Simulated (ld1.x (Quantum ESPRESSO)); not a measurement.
## PBE TM dataset for neon (Ne), non-relativistic all-electron reference.

- Element: neon (Ne)
- Generator: ld1.x (Quantum ESPRESSO) 7.5
- Type: norm-conserving Troullier–Martins (Kleinman–Bylander form)
- Functional: PBE
- Relativity: non-relativistic
- Frozen core: none
- Valence charge: 10
- Reference configuration: 1s2 2s2 2p6
- Partial waves: 2p (bound): rc 0.68 bohr; 1s (bound): rc 0.30 bohr
- Local potential: the s channel
- Core correction: none

Occupied shells without a wave of their own: 2s. They enter only through the test configuration that unscreens the potential.

Results:

* Largest excitation error: +2981 meV (all-electron minus pseudo) for 1s2 2s1 2p6, out of 7 test configurations

A Bessel basis up to 400 Ry misses an occupied level by 4.77 Ry, so cutoffs and ghosts were not judged. The potential misses its own reference levels by up to 2.8 eV, so it is not fit for use.

Generation and tests took about 0.98 s on one core of a shared server CPU.
